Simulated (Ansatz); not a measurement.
`[NH2][Ga]([SH])[Cl]` + H–F → `[NH2][Ga]([F])[Cl]` + H₂S  (ligand exchange at a Ga–S bond)

Program: Ansatz. Geometries: PBE0-D4/def2-TZVP. ΔE: electronic, gas phase. CCSD(T)/CBS adds triple-zeta CCSD(T) − MP2 to the extrapolated MP2 energy (def2 sets, frozen cores). This one scheme is used for every species. Functionals use def2-TZVPP. B3LYP here is the variant with VWN-RPA as its local correlation; programs differ in this. HSE06 is defined as in plane-wave codes. For Ga outer-core shells are correlated without core-valence functions, which leaves a few kJ/mol of doubt a bond. Scalar relativity is left out up to krypton. Each species was taken in one conformer, which may not be the lowest.

```
             level  ΔE (kcal/mol)  difference from CCSD(T)/CBS
           BLYP-D4            0.9                         -2.5
            B97M-V            0.3                         -3.1
           PBE0-D4            3.8                          0.4
        r2SCAN0-D4            2.5                         -0.9
          BHLYP-D4            1.6                         -1.8
           ωB97M-V            1.4                         -2.0
             B3LYP           -0.5                         -3.9
           r2SCANh            1.6                         -1.8
             HSE06            2.8                         -0.6
RPA@PBE/def2-TZVPP            0.7                         -2.7
       HF/def2-SVP           -3.4                         -6.8
  CCSD(T)/def2-SVP           -2.6                         -6.0
     HF/def2-TZVPP           -1.9                         -5.3
    MP2/def2-TZVPP            3.0                         -0.4
SCS-MP2/def2-TZVPP            0.9                         -2.5
     MP2/CBS(def2)            4.7                          1.3
       CCSD(T)/CBS            3.4                            0
```

Q: What do rigid-rotor, harmonic-oscillator terms from PBE0-D4/def2-TZVP frequencies (298.15 K, 1 bar) make of the CCSD(T)/CBS value? (Estimate.)

A: Ansatz gave: ΔZPE = -1.0 kcal/mol, ΔH = +2.1 kcal/mol, ΔS = 8 J/(mol·K), ΔG = +1.5 kcal/mol.

Largest T1 diagnostic among the species: 0.013.

Leaving LDA and LC-ωPBE aside and taking each functional with its dispersion term where it has one, the values, not all of them listed here, spread over 3.9 kcal/mol, from CAM-B3LYP-D4 to HSE06-D4. LDA lies +1.6 kcal/mol from PBE without D4. At CCSD(T), def2-SVP lies −6.1 kcal/mol from the extrapolated value and def2-TZVPP −1.7 kcal/mol. From BLYP to BHLYP (50 % exact exchange), in def2-TZVPP and without D4, ΔE moves by +1.0 kcal/mol.
